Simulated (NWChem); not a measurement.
System: MoO2Cl, doublet; SMILES [O]=[Mo](=[O])[Cl]

Results from NWChem. Spin-unrestricted. Spin-contaminated determinants: BHandHLYP/def2-SVP (<S²> = 0.88). Coordinates come from a PBE-D3(BJ)/def2-SVP, spin-unrestricted optimisation. The spin multiplicity was typed, not searched, and may not be the lowest. No stability test was run on the SCF state. def2 effective core potentials on Mo; no spin-orbit coupling.

For level BHandHLYP/def2-SVP:

| Quantity | Value |
|---|---|
| highest occupied level (eV) | -7.70 |
| lowest empty minus highest occupied level, either spin (eV) | 2.18 |
| dipole (D) | 0.96 |
| <S²> | 0.876 |

**Question.** How do the values read with level MPW1K/def2-SVP instead?

**Answer.** 
- highest occupied level (eV): -8.94
- lowest empty minus highest occupied level, either spin (eV): 5.48
- dipole (D): 2.57
- <S²>: 0.766
